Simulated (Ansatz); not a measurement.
Geometry optimisation, DFT PBE-D3(BJ), scalar-relativistic, plane waves, PAW (Ansatz 0.2.0).

input.yaml

```yaml
accuracy: low
crystal:
  lattice:
    - [5.656653, 0.0, 0.0]
    - [0.0, 5.656653, 0.0]
    - [0.0, 0.0, 5.656653]
  atoms:
    - { symbol: O, position: [0.497207, 0.846798, 0.037754] }
    - { symbol: H, position: [0.5978746, 0.7867834, 0.1625841] }
    - { symbol: H, position: [0.6067439, 0.9164236, -0.0739252] }
    - { symbol: O, position: [0.4994725, 0.4224918, 0.8065649] }
    - { symbol: H, position: [0.5056097, 0.2882234, 0.7004866] }
    - { symbol: H, position: [0.6539196, 0.4947381, 0.7909176] }
    - { symbol: O, position: [0.0529328, 0.4759079, 0.8286747] }
    - { symbol: H, position: [0.1245649, 0.6225383, 0.8805074] }
    - { symbol: H, position: [0.1063851, 0.4586, 0.6669293] }
    - { symbol: O, position: [0.0544563, 1.0376693, 0.0914402] }
    - { symbol: H, position: [-0.0019393, 0.915407, -0.0143413] }
    - { symbol: H, position: [0.1894705, 0.9663604, 0.1689288] }
    - { symbol: O, position: [0.1193952, 0.9403798, 0.6328985] }
    - { symbol: C, position: [0.3219383, 0.8884746, 0.57992] }
    - { symbol: H, position: [0.4762048, 0.9776751, 0.6594164] }
    - { symbol: H, position: [0.3627422, 0.7492839, 0.4493996] }
basis:
  ecutwfc: 420.0
kpoints:
  mp_grid: { grid: [1, 1, 1] }
hamiltonian:
  xc: pbe
  dispersion: d3bj
scf:
  occupations: { method: fermi_dirac, width: 0.05 }
  lower_state_search: "off"
relax:
  f_tol: 0.3
  max_steps: 15
  adjacent_minimum: "off"
```

Launched with:

```bash
$ ansatz run input.yaml --threads 1 --pin off --max-ram 3072MiB --backend cpu --events-out ev --progress --plain --runs-dir out
```

**Question.** Where does it end, and by what steps?

**Answer.** The forces met the threshold. The threshold is loose, so the end isn't yet a minimum. The force dipped under the threshold on the way, but the program's further checks kept it going. Limits of this set-up: coarse k mesh, low accuracy level. After 14 steps the energy has fallen by 2.657 eV; O13 moved furthest, 1.28 Å.

```
step  energy less start (eV)  largest force component (eV/Å)  accepted
   0                  0.0000                           1.388       yes
   1                 -0.5755                           1.274       yes
   2                 -0.7728                           2.337       yes
   3                 -1.1927                           2.628       yes
   4                 -1.6192                           1.800       yes
   5                 -1.8537                           1.661       yes
   6                 -2.0624                           1.489       yes
   7                 -2.2387                           1.066       yes
   8                 -2.3652                           0.679       yes
   9                 -2.4463                           0.492       yes
  10                 -2.4978                           0.884       yes
  11                 -2.5591                           0.621       yes
  12                 -2.5742                           0.834       yes
  13                 -2.6565                           0.217       yes
  14                 -2.6565                           0.217       yes
```

```xyz
16
Lattice="5.6567 0.0000 0.0000 0.0000 5.6567 0.0000 0.0000 0.0000 5.6567" Properties=species:S:1:pos:R:3
O 2.782 4.676 0.560
H 3.647 4.236 0.598
H 3.017 5.586 0.236
O 3.044 1.559 4.908
H 2.715 1.395 4.004
H 3.890 2.053 4.814
O -0.183 3.143 4.593
H -0.033 3.930 5.178
H 0.693 2.713 4.582
O -0.113 5.637 0.296
H 0.288 6.085 -0.473
H 0.483 5.840 1.047
O 1.534 5.935 2.855
C 2.264 4.946 2.788
H 3.359 5.024 2.968
H 1.839 3.922 2.726
```

Whether the end is a true minimum wasn't checked by a vibrational analysis.

Time of the run: 16 s on 1 thread of Arm Neoverse V1, with other jobs on the host, peak memory 0.3 GiB.
